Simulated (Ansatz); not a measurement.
```yaml
crystal:
  periodic: [true, true, true]
  atoms:
    - {symbol: Si, position_ang: [-0.596181, -1.115325, 0.377009]}
    - {symbol: Si, position_ang: [0.596828, 1.114257, -0.380479]}
    - {symbol: Si, position_ang: [-1.537254, 0.276226, -1.301432]}
    - {symbol: Si, position_ang: [1.535157, -0.271895, 1.302805]}
    - {symbol: Cl, position_ang: [-2.129365, 0.686851, 1.027310]}
    - {symbol: Cl, position_ang: [2.130814, -0.690114, -1.025222]}
basis:
  gaussian: {orbitals: def2-TZVP}
hamiltonian: {xc: {name: wB97M-V}}
scf: {omitted_lower_state_checks: [starts]}
```

```sh
$ ansatz run in.yaml --threads 4 --pin off --events-out ev --progress --plain --max-ram 4787MiB
```

(1) Predict how Ansatz answers.

## Answers

(1) The program refused the input. The species is marked periodic without a cell.
```
Error: YAML parse error: error: line 2 column 3: crystal: missing field `lattice` (a structure is typed as `lattice` and `atoms`, a molecule's as `atoms` in Å alone, or read from a run's directory, `checkpoint`)
 --> <input>:2:3
1 | crystal:
2 |   periodic: [true, true, true]
3 |   atoms:
4 |     - {symbol: Si, position_ang: [-0.596181, -1.115325, 0.377009]}
```
